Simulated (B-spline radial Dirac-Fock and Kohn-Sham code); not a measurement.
Electron momentum distribution of Sb³⁴⁺: Compton profiles

System: antimony as Sb³⁴⁺, [Ne] 3s2 3p5.

Level of theory: the impulse approximation on Dirac-Fock orbitals of the configuration average with a finite nucleus; a radial atomic solver. pz is in atomic units of momentum; subshell profiles are per electron, for a selection of subshells; open shells are spread over both j values by their weights.

| pz | J total | J 1s1/2 | J 2p1/2 | J 3p3/2 |
| --- | --- | --- | --- | --- |
| 2.1 | 0.8257 | 0.0159 | 0.0280 | 0.0690 |
| 3.1 | 0.7511 | 0.0158 | 0.0280 | 0.0651 |
| 4.6 | 0.6137 | 0.0156 | 0.0277 | 0.0527 |
| 6.7 | 0.4315 | 0.0152 | 0.0267 | 0.0293 |
| 9.8 | 0.2677 | 0.0144 | 0.0236 | 0.00783 |
| 14 | 0.1691 | 0.0129 | 0.0173 | 0.00328 |
| 21 | 0.08301 | 0.0102 | 0.00802 | 0.00242 |
| 31 | 0.03162 | 0.00650 | 0.00218 | 0.000662 |
| 45 | 0.01058 | 0.00314 | 0.000384 | 9.70e-05 |
| 66 | 0.002842 | 0.00103 | 4.54e-05 | 8.97e-06 |
| 97 | 0.0006087 | 0.000243 | 4.54e-06 | < 1e-6 |
| 140 | 0.0001216 | 5.05e-05 | < 1e-6 | < 1e-6 |

**Question.** What is the peak value J(0), and which subshell contributes most to it?

**Answer.** J(0) = 0.8952. The 3p3/2 subshell gives the largest part, 26 %.

Mean momentum ⟨p⟩ by subshell (a.u.): 1s1/2 46.9, 2s1/2 16.9, 2p1/2 22.4, 2p3/2 21.3, 3s1/2 9.30, 3p1/2 11.0, 3p3/2 10.7.

Values without a named source are computed, but for edge energies of neutral atoms, which are taken from tables.
